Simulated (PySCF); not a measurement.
**Radial density of Sc²⁺ (scandium, charge +2)**

UHF, [Ar] 4s1, 2S determinant (an excited configuration). Calculation: PySCF 2.14, in ANO-RCC-VTZP; scalar relativity by spin-free X2C-1e.

```
r (bohr)  4πr²ρ (e/bohr)  4πr²(ρα − ρβ)
 0.00131          0.1679         0.0001
 0.00220          0.4308         0.0003
 0.00370           1.082         0.0007
 0.00622           2.620         0.0016
  0.0105           5.957         0.0037
  0.0176           12.11         0.0072
  0.0296           20.31         0.0111
  0.0498           24.90         0.0096
  0.0838           20.59         0.0001
   0.141           19.50         0.0092
   0.237           26.48         0.0339
   0.399           14.71         0.0002
   0.671           7.001         0.0804
    1.13           7.590         0.0064
    1.90           1.570         0.2036
    3.19          0.4066         0.3879
    5.37         0.04133         0.0413
    9.03       0.0001474         0.0001
    15.2       1.615e-05         0.0000
```

Densities and radii are taken from the X2C orbitals without a picture-change correction, which distorts them close to the nucleus.
